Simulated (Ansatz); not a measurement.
Ansatz (a quantum-chemistry and plane-wave program) input (CCSD(T)/def2-TZVPPD):
A basis named .json is the Basis Set Exchange file of that set.

Ansatz 0.2 input:
```yaml
crystal:
  periodic: [false, false, false]
  atoms:
    - {symbol: Bi, position_ang: [-1.03861121, 0.00000000, -0.00000000]}
    - {symbol: I, position_ang: [0.81325217, 0.00000000, -2.28329606]}
    - {symbol: I, position_ang: [0.81325217, 0.00000000, 2.28329606]}
basis:
  gaussian:
    orbitals: def2-TZVPPD.json
total_charge: -1
magnetization: {spin_polarized: false}
correlation: {method: ccsd_t, electrons: outside_noble_gas}
```

End of the output:

```
integrals: 0.60 GiB planned
1590 factors; integrals over basis functions are off by at most 2.9e-4 eV
mean field: 1.02 GiB planned
mean field evaluation 1: about -21959.8503 eV, gradient 1.7e1 eV
mean field evaluation 2: about -21959.8662 eV, gradient 1.7e1 eV
mean field evaluation 4: about -21960.6084 eV, gradient 1.5e0 eV
mean field evaluation 8: about -21960.6249 eV, gradient 1.8e-1 eV
mean field evaluation 16: about -21960.3168 eV, gradient 1.4e1 eV
mean field evaluation 32: about -21957.6536 eV, gradient 8.3e-4 eV
mean field evaluation 64: about -21957.6536 eV, gradient 8.3e-4 eV
mean field evaluation 96: about -21960.6252 eV, gradient 2.4e-6 eV
mean field evaluation 128: about -21952.5624 eV, gradient 3.8e1 eV
mean field evaluation 160: about -21957.6536 eV, gradient 4.7e-2 eV
mean field evaluation 192: about -21950.7153 eV, gradient 1.2e-3 eV
mean field -21960.62516238 eV, -807.0380892709 hartree, gradient 2.4e-6 eV, S^2 0.000000; 7 other end points of the search recorded, 0 dependent functions left out; unrestricted orbitals would lower it
mean field evaluation 224: about -21960.6469 eV, gradient 1.5e-1 eV
determinant -21960.62516238 eV, -807.0380892709 hartree, with singles and doubles -21971.86491006 eV, -807.4511423799 hartree
determinant -21957.65363371 eV, -806.9288876068 hartree, with singles and doubles -21969.09274732 eV, -807.3492672781 hartree
27 core orbitals not correlated
reference -21960.62516238 eV, -807.0380892709 hartree; 10, 10 occupied and 137, 137 virtual orbitals, 1590 factors
second order -10.26155572 eV of doubles, -0.00000000 eV of singles
coupled cluster: 0.95 GiB planned
cycle   1  -11.20399601 eV  change   -2.7e-1 eV  update   1.9e-2
cycle   2  -11.21815935 eV  change   -1.4e-2 eV  update   4.5e-3
cycle   3  -11.21876252 eV  change   -6.0e-4 eV  update   2.0e-3
cycle   4  -11.21934132 eV  change   -5.8e-4 eV  update   7.0e-4
cycle   5  -11.21939396 eV  change   -5.3e-5 eV  update   2.6e-4
cycle   6  -11.21945064 eV  change   -5.7e-5 eV  update   8.0e-5
cycle   7  -11.21945996 eV  change   -9.3e-6 eV  update   3.1e-5
cycle   8  -11.21946791 eV  change   -7.9e-6 eV  update   1.0e-5
perturbative correction -0.53088957 eV, -0.0195098318 hartree
Total energy: -21972.37551985 eV, -807.4699069436 hartree
```
